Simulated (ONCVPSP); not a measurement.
## How hard is this N ONCV potential?

```
Element                 : N (Z = 7)
Generator               : ONCVPSP 4.0.1
Type                    : optimised norm-conserving Vanderbilt (ONCV)
Functional              : revPBE
Relativity              : non-relativistic
Frozen core             : [He]
Valence charge          : 5
Reference configuration : 2s2 2p2.5 (charge +0.5)
Partial waves           : 2s: rc 0.85 bohr, ncon 3, nbas 6, qcut 6.8 1/bohr, 2 projectors, debl 2 Ha; 2p: rc 2.15 bohr, ncon 4, nbas 8, qcut 6 1/bohr, 2 projectors, debl 2.1 Ha; d scattering state at 0.03 Ha: rc 1.85 bohr, ncon 4, nbas 8, qcut 4.9 1/bohr, 1 projector
Local potential         : polynomial inside 0.70 bohr (lpopt 4, dvloc0 1.5 Ha)
Core correction         : Teter function, fcfact 1.5, rcfact 1.1
```

Question: For each optimised wave give the share of its norm inside rc, the residual kinetic energy above qcut (Ha) and the cutoffs (Ha) for errors of 10, 1, 0.1 and 0.01 mHa per electron.

Answer:

```
         wave  norm inside rc  residual KE  10 mHa  1 mHa  0.1 mHa     0.01 mHa
           2s           0.226      3.2e-03    18.2   46.2    116.4  not reached
s projector 2           0.084      2.3e-03    16.6   29.4    168.7        273.8
           2p           0.866      9.1e-06    10.6   13.5     15.9         17.9
p projector 2           0.261      2.1e-04    13.0   16.1     22.9         55.6
d projector 1           0.005      2.2e-06     0.5    2.1      5.5          9.4
```

The occupied waves need 46 Ha and 116 Ha for 1 and 0.1 mHa. Rows with under 1 % of the norm inside rc give no meaningful cutoff. Its largest configuration-test error is +493 meV.
